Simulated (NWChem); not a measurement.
Everything below was run with NWChem. System: CH$_{2}$I, charge 0, spin multiplicity 2, at a geometry optimised with UPBE/def2-SVP with def2 effective core potentials on I. The structure started from a generated list of species. Its SCF solution wasn't tested for a lower state. Level: UMP2/def2-TZVP with def2 effective core potentials on I, 5 core orbitals frozen.

The NWChem input:

```
start mol
memory heap 200 mb stack 900 mb global 1100 mb
geometry units angstroms nocenter noautoz
  C      0.000000     0.000000    -1.770850
  I      0.000000     0.000000     0.286876
  H     -0.967345     0.000000    -2.289676
  H      0.967345     0.000000    -2.289676
  symmetry group C2v
end
basis spherical
  * library def2-tzvp
end
ecp
  I library def2-ecp
end
scf
  uhf
  nopen 1
  maxiter 100
  thresh 1e-7
  semidirect memsize 60000000 filesize 0
  # guess.movecs holds the orbitals of an unrestricted PBE0 run
  vectors input guess.movecs output mol.movecs
end
mp2
  freeze core 5
end
task mp2 energy
```

Output (cleaned and shortened):

```
             Northwest Computational Chemistry Package (NWChem) 7.3.0
             --------------------------------------------------------

                                NWChem Input Module
                                -------------------

 Scaling coordinates for geometry "geometry" by  1.889725989
 (inverse scale =  0.529177249)

 Turning off AUTOSYM since
 SYMMETRY directive was detected!

                             Geometry "geometry" -> ""
                             -------------------------

 Output coordinates in angstroms (scale by  1.889725989 to convert to a.u.)

  No.       Tag          Charge          X              Y              Z
 ---- ---------------- ---------- -------------- -------------- --------------
    1 C                    6.0000     0.00000000     0.00000000    -1.77085000
    2 I                   53.0000     0.00000000     0.00000000     0.28687600
    3 H                    1.0000    -0.96734500     0.00000000    -2.28967600
    4 H                    1.0000     0.96734500     0.00000000    -2.28967600

 Effective nuclear repulsion energy (a.u.)     108.2186603134

            Nuclear Dipole moment (a.u.)
            ----------------------------
        X                 Y               Z
 ---------------- ---------------- ----------------
     0.0000000000     0.0000000000    -0.0000453534

      Symmetry information
      --------------------

 Group name             C2v
 Group number             16
 Group order               4
 No. of unique centers     3

      Symmetry unique atoms

     1    2    3


 Summary of "ao basis" -> "" (spherical)
 ------------------------------------------------------------------------------
       Tag                 Description            Shells   Functions and Types
 ---------------- ------------------------------  ------  ---------------------
 *                         def2-tzvp                  on all atoms

 Summary of "ao basis" -> "ao basis" (spherical)
 ------------------------------------------------------------------------------
       Tag                 Description            Shells   Functions and Types
[...]
  AO/Fock/Back tols     =   1.0D-09  1.0D-09  1.0D-09

 GA uses MA = F    GA memory limited = T

 Available:
  local mem=  1.26D+08
 global mem=  1.44D+08
 local disk=  0.00D+00
  mp2_memr nvloc                    76
  nvloc new                    76
   1 passes of  12:        5242880                      63225                  13481643.
   1 passes of  12: M    126139296           G      144161902           F     120896416.

 Semi-direct pass number   1 of   1  for UHF alpha       at        2.4s
  vrange nnbf                  4343
  mp2_eaftype                    51  avail_ma_in_mb                  1099
 EAF : mp2_eaftype filesize          51    6740821.
  mp2_eaf for mointskh                     51
Node 0 wrote     31.7 Mb in      0.1 s     Agg I/O rate:   575.7 Mb/s
 Done moints_semi at        6.2s
  mp2_eaftype                    51  avail_ma_in_mb                  1048
 EAF : mp2_eaftype filesize          51    6740821.
  mp2_eaf for kh                    51
 Done maket at        6.4s
 Done multipass loop at        6.4s

 GA uses MA = F    GA memory limited = T

 Available:
  local mem=  1.26D+08
 global mem=  1.44D+08
 local disk=  0.00D+00
  mp2_memr nvloc                    77
  nvloc new                    77
   1 passes of  11:        5242880                      59977                  12521840.
   1 passes of  11: M    126139296           G      144161902           F     120896416.

 Semi-direct pass number   1 of   1  for UHF beta        at        6.5s
  vrange nnbf                  4343
  mp2_eaftype                    47  avail_ma_in_mb                  1099
 EAF : mp2_eaftype filesize          47    6260920.
  mp2_eaf for mointskh                     47
Node 0 wrote     29.4 Mb in      0.0 s     Agg I/O rate:   739.0 Mb/s
 Done moints_semi at       10.2s
  mp2_eaftype                    47  avail_ma_in_mb                  1052
 EAF : mp2_eaftype filesize          47    6260920.
  mp2_eaf for kh                    47
 Done maket at       10.4s
 Done multipass loop at       10.4s

          -------------------------------------------
          SCF energy                -335.654277883638
          Correlation energy          -0.637794297043
          Singlet pairs                0.000000000000
          Triplet pairs                0.000000000000
          Total MP2 energy          -336.292072180681
          -------------------------------------------

          ---------------------------------------------------
                    Spin Component Scaled (SCS) MP2
          Same spin pairs                     -0.214734211007
          Same spin scaling factor             0.333333333333
          Opposite spin pairs                 -0.423060086036
          Opposite spin scaling fact.          1.200000000000
          SCS-MP2 correlation energy          -0.579250173579
          Total SCS-MP2 energy              -336.233528057217
          ---------------------------------------------------

 -----------------------
 Performance information
 -----------------------

 Timer overhead =  1.13D-07 seconds/call

               Nr. of calls         CPU time (s)                 Wall time (s)                GFlops
             ---------------    -------------------     ------------------------------   -------------------
Name         Min   Avg   Max    Min     Avg     Max     Min     Avg     Max   Mx/calls   Min     Max     Sum
mp2: moin     2     2     2    7.6     7.6     7.6      7.6     7.6     7.6     3.8      0.0     0.0     0.0
mp2: make     2     2     2   0.36    0.36    0.36     0.36    0.36    0.36    0.18      0.0     0.0     0.0
mp2: tota     1     1     1    8.1     8.1     8.1      8.1     8.1     8.1     8.1      0.0     0.0     0.0

 The average no. of pstat calls per process was 5.00D+00
 with a timing overhead of 5.63D-07s

 Task  times  cpu:       10.4s     wall:       10.4s

 Total times  cpu:       10.4s     wall:       10.4s
```
